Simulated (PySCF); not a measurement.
# Polarisability and C₆ of Ru (ruthenium, neutral)

[Kr] 4d7 5s1, high-spin 5F determinant. Computed with PySCF 2.14 in def2-QZVPPD with the def2 core potential (28 electrons) (7s5p4d4f2g, 88 functions), with scalar relativity through the core potential. Coupled (time-dependent) response in atomic units; α is the mean over directions.

```csv
method,mean α (bohr³),C₆ (like pair),S(−4)
UHF,92.09,880.7,7162
PBE,57.48,539.1,1938
PBE0,61.60,574.4,2410
B3LYP,58.85,544.6,2150
```

S(−4) is the Cauchy moment in α(ω) = α(0) + S(−4) ω² + …

Reference α: 72 ± 10 bohr³ (recommended; Schwerdtfeger and Nagle, table of static dipole polarizabilities (2023 update)). Published C₆: 809.0 (Gould and Bucko (2016)).

Spin-orbit coupling is absent.

Hartree-Fock lies above the reference because it lacks correlation, which contracts the outer shell.

α(iu) at UHF:

```tsv
u (hartree)	α(iu) (bohr³)
0	92.09
0.0500	77.60
0.100	55.03
0.200	29.96
0.300	19.77
0.500	11.60
0.750	7.535
1.00	5.462
1.50	3.332
2.00	2.255
3.00	1.223
5.00	0.5147
```

A single London oscillator, α(iu) = α/(1 + u²/ω²), gives C₆ = (3/4) ω α². Matching the computed C₆ needs ω = 4 × 880.7 / (3 × 92.09²) = 0.138 hartree.

Energies and moments cover only the electrons outside the core potential.
